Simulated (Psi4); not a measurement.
C$_{2}$H$_{5}$Zn (SMILES C[CH2][Zn+]), charge +1, singlet, at a GFN2-xTB geometry (such geometries of metal compounds can be far from the true shape), atoms displaced at random by about 0.03 Å a coordinate; PBE/6-31G, gradient in Psi4.

The Psi4 input:
```
memory 2 GB

molecule {
1 1
Zn    0.45268149    0.60071952    0.45972417
C    -0.07152992   -1.12114250   -0.51850791
C    -1.45223987   -1.04252609   -1.13413621
H     0.01259063   -1.80656650    0.32293242
H     0.70676663   -1.16921627   -1.25498851
H    -1.57220274   -0.25965109   -1.90069350
H    -2.24721755   -0.92113454   -0.37351089
H    -1.58018531   -2.02445453   -1.57974165
symmetry c1
no_reorient
no_com
}

set {
  basis 6-31g
}

gradient('pbe')
print_variables()
```

Question: Predict the main parts of the log of this Psi4 run.

Answer: 
```
gradient() will perform analytic gradient computation.

   => Loading Basis Set <=

    Name: 6-31G
    Role: ORBITAL
    Keyword: BASIS

         ---------------------------------------------------------
                                   SCF
               by Justin Turney, Rob Parrish, Andy Simmonett
                          and Daniel G. A. Smith
                              RKS Reference
         ---------------------------------------------------------

  ==> Geometry <==

    Molecular point group: c1
    Full point group: C1

    Geometry (in Angstrom), charge = 1, multiplicity = 1:

       Center              X                  Y                   Z               Mass
    ------------   -----------------  -----------------  -----------------  -----------------
         ZN           0.452681490000     0.600719520000     0.459724170000    63.929142010000
         C           -0.071529920000    -1.121142500000    -0.518507910000    12.000000000000
         C           -1.452239870000    -1.042526090000    -1.134136210000    12.000000000000
         H            0.012590630000    -1.806566500000     0.322932420000     1.007825032230
         H            0.706766630000    -1.169216270000    -1.254988510000     1.007825032230
         H           -1.572202740000    -0.259651090000    -1.900693500000     1.007825032230
         H           -2.247217550000    -0.921134540000    -0.373510890000     1.007825032230
         H           -1.580185310000    -2.024454530000    -1.579741650000     1.007825032230

  Running in c1 symmetry.

  Rotational constants: A =      1.01770  B =      0.12313  C =      0.11482 [cm^-1]
  Rotational constants: A =  30509.86466  B =   3691.21521  C =   3442.20977 [MHz]
  Nuclear repulsion =  142.140453270536426

  Charge       = 1
  Multiplicity = 1
  Electrons    = 46
  Nalpha       = 23
  Nbeta        = 23

  ==> Algorithm <==

  SCF Algorithm Type is DF.
  DIIS enabled.
  MOM disabled.
  Fractional occupation disabled.
  Guess Type is SAD.
  Energy threshold   = 1.00e-08
  Density threshold  = 1.00e-08
  Integral threshold = 1.00e-12

  ==> Primary Basis <==

  Basis Set: 6-31G
    Blend: 6-31G
    Number of shells: 31
    Number of basis functions: 57
    Number of Cartesian functions: 57
    Spherical Harmonics?: false
    Max angular momentum: 2

  ==> DFT Potential <==

   => LibXC <=

    Version 7.1.2
[...]
  @DF-RKS Final Energy: -1857.57861655404099
    Total Energy =                      -1857.5786165540409911
[...]
    Blend: CC-PVDZ-JKFIT + DEF2-UNIVERSAL-JKFIT
    Number of shells: 151
    Number of basis functions: 664
    Number of Cartesian functions: 664
    Spherical Harmonics?: false
    Max angular momentum: 6

  ==> DFT Potential <==

   => LibXC <=

    Version 7.1.2
    S. Lehtola, C. Steigemann, M. J. T. Oliveira, and M. A. L. Marques,  SoftwareX 7, 1–5 (2018) (10.1016/j.softx.2017.11.002)

   => Composite Functional: PBE <=

    PBE GGA Exchange-Correlation Functional

    J.P. Perdew et. al., Phys. Rev. Lett., 77(18), 3865-3868, 1996

    Deriv               =              1
    GGA                 =           TRUE
    Meta                =          FALSE

    Exchange Hybrid     =          FALSE
    MP2 Hybrid          =          FALSE

   => Exchange Functionals <=

    1.0000     XC_GGA_X_PBE

   => Correlation Functionals <=

    1.0000     XC_GGA_C_PBE

   => LibXC Density Thresholds  <==

    XC_GGA_C_PBE:  1.00E-12
    XC_GGA_X_PBE:  1.00E-15

   => Molecular Quadrature <=

    Radial Scheme          =       TREUTLER
    Pruning Scheme         =           NONE
    Nuclear Scheme         =       TREUTLER

    Blocking Scheme        =         OCTREE
    BS radius alpha        =              1
    Pruning alpha          =              1
    Radial Points          =             75
    Spherical Points       =            302
    Total Points           =         173056
    Total Blocks           =           1330
    Max Points             =            256
    Max Functions          =             56
    Weights Tolerance      =       1.00E-15

  -Total Gradient:
     Atom            X                  Y                   Z
    ------   -----------------  -----------------  -----------------
       1        0.003650872577     0.010043170521     0.006982126930
       2        0.016107967049    -0.027238431331    -0.010802819445
       3       -0.001994378363    -0.015879907615    -0.018911088155
       4       -0.003806854755     0.008976383976    -0.002650742751
       5       -0.018253504139     0.005223070484     0.009292654388
       6       -0.001413242140     0.004268747383     0.001373474846
       7       -0.000819804490     0.001758625288     0.003818742398
       8        0.006551749621     0.012891406514     0.010932735488

  Variable Map:
  ----------------------------------------------------------------------------
[...]
  Array Variable Map:
  ----------------------------------------------------------------------------
[...]
[...]
```
